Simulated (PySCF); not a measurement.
C2H5S (SMILES [CH2]SC), doublet, geometry from GFN2-xTB. Base run: DF-R2SCAN/STO-3G run with PySCF.

PySCF was given this input:
```python
from pyscf import gto, scf, dft

mol = gto.Mole()
mol.atom = '''
    C     1.411992    0.003199   -0.335534
    S    -0.012534   -0.279915    0.552163
    C    -1.256345    0.399249   -0.588615
    H     2.315920   -0.359744    0.109189
    H     1.446097    0.845052   -0.998910
    H    -1.063845    1.457160   -0.740541
    H    -1.203270   -0.136655   -1.531408
    H    -2.228242    0.258143   -0.128046
'''
mol.basis = 'sto-3g'
mol.charge = 0
mol.spin = 1
mol.verbose = 4
mol.build()

mf = dft.UKS(mol)
mf.xc = 'r2scan'
mf = mf.density_fit(auxbasis='def2-universal-jkfit')
mf.kernel()
```

Variants of this job, named by their change:

```csv
change,basis functions,E (Eh),HOMO (eV),dipole (D),core-seconds (rough)
base,24,-471.93115,-0.91,0.96,9
basis = LANL2DZ,[?],[?],[?],[?],20
basis = pcseg-0,[?],[?],-4.18,[?],10
basis = def2-SV(P),56,-477.07432,-4.07,1.42,20
basis = 6-31G*,56,-477.24831,-3.96,1.50,20
basis = 6-31+G*,68,-477.25251,-4.17,1.52,20
basis = cc-pVDZ,71,[?],[?],[?],30
basis = 6-31G**,71,-477.25752,-3.97,1.49,30
basis = def2-SVPD,107,-477.09874,-4.24,1.45,30
"basis = 6-311+G(2d,p)",[?],[?],[?],1.45,40
basis = def2-TZVP,129,-477.32014,-4.20,1.41,40
basis = pcseg-2,164,-477.32649,-4.22,1.44,60
basis = cc-pV(T+d)Z,169,-477.32654,-4.18,1.40,60
```

What belongs in the gaps?


- basis = LANL2DZ, basis functions: 36
- basis = LANL2DZ, E (Eh): -89.19134
- basis = LANL2DZ, HOMO (eV): -4.04
- basis = LANL2DZ, dipole (D): 1.70
- basis = pcseg-0, basis functions: 41
- basis = pcseg-0, E (Eh): -476.55513
- basis = pcseg-0, dipole (D): 1.71
- basis = cc-pVDZ, E (Eh): -477.27693
- basis = cc-pVDZ, HOMO (eV): -4.03
- basis = cc-pVDZ, dipole (D): 1.39
- basis = 6-311+G(2d,p), basis functions: 119
- basis = 6-311+G(2d,p), E (Eh): -477.31069
- basis = 6-311+G(2d,p), HOMO (eV): -4.21

Totals compare only among sets that treat the same electrons; sets with core potentials leave the core out.

Open shells are given as the SCF converged; they aren't shown to be the lowest states, and a large step between rows can be another state.
